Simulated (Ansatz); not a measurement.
CuF₄P (`[F][Cu-][P+](F)(F)F`), 6 atoms. The species carries charge 0 and has multiplicity 1. For Cu the d shell is correlated and the shells below it are frozen. Scalar relativity is left out up to krypton. All runs use 4 threads of an Arm Neoverse V1 on a shared host. Correlated methods freeze the cores.

Task: How many basis functions does each run have, and how long does it take in Ansatz? RKS ωB97X-V/def2-TZVPP energy; RHF-MP2 with 3s3p of Cu, Zn/def2-QZVPP energy; RKS r2SCAN-D4/def2-TZVPP energy and forces; RKS LC-ωPBE/def2-TZVPP energy; RKS ωB97M-V/def2-QZVPP energy; RKS PBE0-D4/def2-TZVP relaxation (6 steps); RKS PBE0-D4/def2-QZVPP energy; RKS HSE06 (plane-wave form)-D4/def2-TZVPP energy; RHF-CCSD(T) with 3s3p of Cu, Zn/def2-TZVPP energy; RKS PBE0-D4/def2-TZVP frequencies; RHF-CCSD(T) with 3s3p of Cu, Zn/def2-SVP energy; RKS PBE0-D4/def2-SVP energy. (Best estimate.)

Result: Computed: Other jobs shared the machine, so times are rough.

```csv
level,job,functions,wall time,peak host memory (GiB)
RKS PBE0-D4/def2-SVP,energy,105,1.4 s,0.23
RKS LC-ωPBE/def2-TZVPP,energy,230,2.9 s,0.42
RKS HSE06 (plane-wave form)-D4/def2-TZVPP,energy,230,4.1 s,0.79
RKS r2SCAN-D4/def2-TZVPP,energy and forces,230,5 s,0.36
"RHF-CCSD(T) with 3s3p of Cu, Zn/def2-SVP",energy,105,8.5 s,0.47
RKS ωB97X-V/def2-TZVPP,energy,230,9 s,0.88
RKS PBE0-D4/def2-QZVPP,energy,398,9 s,1.6
"RHF-MP2 with 3s3p of Cu, Zn/def2-QZVPP",energy,398,19 s,1.9
RKS ωB97M-V/def2-QZVPP,energy,398,20 s,1.8
RKS PBE0-D4/def2-TZVP,relaxation (6 steps),206,27 s,0.65
RKS PBE0-D4/def2-TZVP,frequencies,206,110 s,0.64
"RHF-CCSD(T) with 3s3p of Cu, Zn/def2-TZVPP",energy,230,4.3 min,4.3
```

LC-ωPBE has ω = 0.4 bohr⁻¹.
